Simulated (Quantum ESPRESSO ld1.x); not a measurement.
The numbers below are computed, except where a source is named.
As, configuration [Ar] 3d10 4s2 4p2 5d1 (not the ground configuration). Code: ld1.x of Quantum ESPRESSO 7.5. Model: scalar-relativistic Kohn-Sham, PBE, spin-unpolarised, spherical densities, point nucleus.

Radial electron density D(r) = 4 pi r^2 rho(r):

```
   r/bohr * D(r) (the largest magnitude, 47.4, reaches the edge; | marks zero)
 0.002948 |  *
 0.004101 |    *
 0.005704 |        *
 0.007935 |              *
  0.01104 |                      *
  0.01535 |                                *
  0.02135 |                                         *
   0.0297 |                                              *
  0.04132 |                                            *
   0.0569 |                                       *
  0.07914 |                                       *
   0.1101 |                                                 *
   0.1531 |                                                      *
    0.213 |                                         *
   0.2963 |                            *
   0.4121 |                                *
   0.5732 |                                 *
   0.7973 |                  *
    1.109 |      *
    1.543 |   *
    2.146 | *
    2.985 |*
    4.152 *
    5.775 *
    8.032 *
    11.17 *
    15.54 *
    21.62 *
    30.07 *
```

D(r) has 4 maxima, at r = 0.0319, 0.143, 0.493, 16.0 bohr, and minima at 0.0668, 0.311 bohr, inside which lie 2.07, 10.99 electrons.
